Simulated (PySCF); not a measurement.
## ORD: `O1[C@@H](C#N)CO[C@H]1F`, C$_{4}$H$_{4}$FNO$_{2}$

Geometry:
| atom | x (Å) | y (Å) | z (Å) |
| --- | --- | --- | --- |
| N1 | -1.363 | 1.831 | 1.846 |
| C2 | -0.844 | 0.908 | 1.421 |
| C3 | -0.188 | -0.264 | 0.864 |
| C4 | -0.785 | -0.646 | -0.519 |
| O5 | 0.353 | -0.678 | -1.367 |
| C6 | 1.283 | 0.123 | -0.780 |
| F7 | 1.036 | 1.443 | -1.126 |
| O8 | 1.187 | -0.013 | 0.574 |
| H9 | -0.230 | -1.081 | 1.594 |
| H10 | -1.246 | -1.633 | -0.534 |
| H11 | -1.497 | 0.112 | -0.865 |
| H12 | 2.294 | -0.103 | -1.133 |

Method: PySCF, TDDFT CAM-B3LYP/def2-SVPD circular dichroism and optical rotation, one conformer, gas phase. Geometry: GFN2-xTB.

Stereocentres: C3 S, C6 R.

(1) Give the optical rotatory dispersion at 633, 589.3, 546, 436, 405, 365, 355 nm.

Results:

(1) [α] in deg dm⁻¹ (g/mL)⁻¹:
```
λ (nm)  origin-invariant length gauge  modified velocity gauge  length gauge (centre of mass)  isotropic polarisability (au)
   633                           -5.0                     +3.5                           -5.5                           56.4
 589.3                           -5.4                     +4.5                           -6.0                           56.6
   546                           -5.8                     +5.9                           -6.5                           56.7
   436                           -5.1                    +14.0                           -6.3                           57.5
   405                           -3.7                    +18.9                           -5.1                           57.8
   365                           +0.5                    +29.3                           -1.2                           58.4
   355                           +2.4                    +33.1                           +0.5                           58.5
```

Where the gauges differ in sign the basis doesn't settle the rotation.

The first excitation lies at 7.40 eV (167 nm) with R = +5.4 × 10⁻⁴⁰ esu² cm² (velocity form).
